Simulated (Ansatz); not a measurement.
CH₅Si (SMILES [CH2-][SiH3]), charge -1, singlet, at a GFN2-xTB geometry (a gas-phase anion, which may not be bound at this level). Base run: B3LYP/6-31G* run with Ansatz (a program for electronic structure).

Input for Ansatz:
Ansatz 0.2 input:
```yaml
crystal:
  periodic: [false, false, false]
  atoms:
    - {symbol: C, position_ang: [-0.01988719, -0.09948217, -1.26656962]}
    - {symbol: Si, position_ang: [0.00791311, 0.00755088, 0.53010163]}
    - {symbol: H, position_ang: [-0.91126202, 0.34846772, -1.73680870]}
    - {symbol: H, position_ang: [0.86775006, 0.32705096, -1.76305989]}
    - {symbol: H, position_ang: [0.03655798, 1.22911263, 1.47473221]}
    - {symbol: H, position_ang: [-1.18943448, -0.69231292, 1.11923128]}
    - {symbol: H, position_ang: [1.20492807, -0.72113763, 1.08389994]}
basis:
  gaussian:
    orbitals: 6-31G*
hamiltonian:
  xc: b3lyp
total_charge: -1
```

The base run was repeated with changes; each row names its change, and settings that it needs were set with it.

```tsv
change	ΔE vs base (µEh)
base	0.0
nuclear_model = gaussian	…
lower_state_search = light	0.0
accuracy = high	2.1
fitting.mean_field = cc-pVTZ-JKFIT	-27.4
final_grid = 4, 8, 17	36.6
lower_state_search = off	0.0
lower_state_search = full	0.0
final_grid = 6, 12, 29	1.6
forces = on	0.0
fitting.mean_field = def2-universal-JKFIT	-43.7
```

Fill in the missing entries.


- nuclear_model = gaussian, ΔE vs base (µEh): 170

A gas-phase anion may not be bound at this level; its values then depend on the basis.
